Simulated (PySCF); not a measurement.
# Reading the logs of faulty runs: AlBGeH3O anion

These are calculations, not measurements. They come from PySCF 2.14.0, an open-source quantum chemistry program, on an isolated molecule that a program drew, which may never have been made. The molecule is AlBGeH3O anion (charge -1, singlet), drawn as the SMILES string `O=[B][AlH][GeH2-]`.

Each row is a Hartree-Fock (HF) and frozen-core CCSD(T) single point in the aug-cc-pV(D+d)Z basis, meant for a local HF minimum. Run 1 is clean. Each other run has one planted mistake out of seven kinds, and not every kind appears here: one electron removed, one electron added, multiplicity raised by two, geometry at a saddle point, minimal basis STO-3G, one bond length entered in bohr, all coordinates scaled. The reference is restricted for singlets and unrestricted otherwise, and also for a bond in bohr. Adding or removing an electron swaps singlet and doublet. Electrons count all cores. HOMO and LUMO are orbital energies over both spins, the gradient is its largest component, and the lowest frequency (negative if imaginary) is given only where the gradient is small. Bond lengths are over the 6 bonds as drawn. T1 is the CCSD diagnostic: over 0.02 (restricted) or 0.045 (unrestricted) a single reference is doubtful. Germanium has the aug-cc-pVDZ-PP basis, with a core potential (ECP10MDF) in place of its 10 inner electrons, and its 3s, 3p and 3d shells are frozen in CCSD(T).

Geometry of the clean run:
```xyz
7
AlBGeH3O anion, angstrom
O    -0.0420   -2.9952   -3.1039
B    -0.7588   -2.3972   -2.3465
Al   -2.0944   -1.3827   -0.9405
Ge   -1.2535    0.1255    0.7510
H    -3.5529   -1.3747   -1.6196
H    -0.0444   -0.5588    1.4761
H    -2.3151    0.2258    1.9016
```

| run | electrons | basis functions | <S^2> | HOMO (eV) | LUMO (eV) | gradient (hartree/bohr) | lowest frequency (cm^-1) | mean bond (Å) | longest bond (Å) | T1 | HF (hartree) | CCSD(T) (hartree) | mistake |
|---|---|---|---|---|---|---|---|---|---|---|---|---|---|
| 1 | 62 | 137 | 0.000 | -2.46 | 3.01 | 3.0e-05 | 70 | 1.7588 | 2.417 | 0.0236 | -636.67693 | -637.18733 | no fault |
| 2 | 62 | 137 | 2.016 | -1.32 | 3.12 | 3.1e-02 | - | 1.7588 | 2.417 | 0.0209 | -636.64908 | -637.13333 | multiplicity raised by two |
| 3 | 62 | 137 | 0.932 | -2.67 | 2.98 | 1.7e-02 | - | 1.9912 | 2.962 | 0.0596 | -636.59956 | -637.09643 | ? |
| 4 | 62 | 137 | 0.000 | -2.25 | 3.03 | 2.0e-01 | - | 1.5847 | 2.178 | 0.0196 | -636.59795 | -637.09570 | ? |

**Which mistake was planted in run 3, and what did it cost?**

The mean bond changes by a factor of 1.132 and the longest by 1.225, so the molecule wasn't scaled as a whole. A length L in bohr read as angstrom grows by (1/0.5292 - 1) L = 0.890 L. The 6 bonds together grew by 6 x 0.2324 = 1.394 Å, which gives L = 1.567 Å. That is the length of one of the Ge-H bonds, 1.567 Å in the clean geometry. So the mistake is: one bond length entered in bohr. Subtracting run 1 and multiplying by 627.51 kcal/mol a hartree, the energy moved by 48.6 kcal/mol in HF and 57.0 kcal/mol in CCSD(T).

**Which mistake was planted in run 4, and what did it cost?**

The mean and the longest bond both change by the same factor, 0.901, and the gradient is no longer small. So the mistake is: all coordinates scaled. Subtracting run 1 and multiplying by 627.51 kcal/mol a hartree, the energy moved by 49.6 kcal/mol in HF and 57.5 kcal/mol in CCSD(T).

Cautions from the logs. Run 1: T1 is over the limit, so its CCSD(T) energy is less reliable; run 3: T1 is over the limit, so its CCSD(T) energy is less reliable.
